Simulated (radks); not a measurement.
The numbers below are computed, except where a source is named.
Problem. Numerical settings for the titanium ion Ti2+, [Ar] 3d2. Level of theory: scalar-relativistic Kohn-Sham, PBE, spin-polarised, spherical densities, point nucleus; open shells are filled with parallel spins first (a radial shooting solver on a logarithmic mesh with Libxc functionals). The defaults (mesh step 0.008 in ln r, mesh end at 40 bohr or more with all orbitals vanishing there, Anderson mixing 0.5 over 9 steps, residual threshold near 1e-9 with the energy settled to 1e-9 hartree or 1e-11 of itself, here a cap of 90 iterations) give E = -852.8285 hartree and 3d at -20.406 eV in 15 iterations. Run on one thread of a shared host, so times are rough (Arm Neoverse N1): 0.18 s of CPU time, 0.18 s wall, 15 iterations on 2476 mesh points. One setting is changed at a time: mesh step in ln r 0.12; mesh step in ln r 0.05; mesh step in ln r 0.2; mesh end (bohr) 400; mesh end (bohr) 5; residual threshold 1e-13; residual threshold 0.01; mixing 2.5; linear mixing, mixing 0.2; linear mixing, mixing 0.5; mixing history 20; iteration cap 5. Which runs fail to converge, and which converge to a wrong energy?

Solution. Not converged within the cap: mesh step in ln r 0.12; mesh step in ln r 0.2; iteration cap 5. Settings that end as converged yet miss the energy by more than 1 mhartree: mesh end (bohr) 5 (+0.0037 hartree).
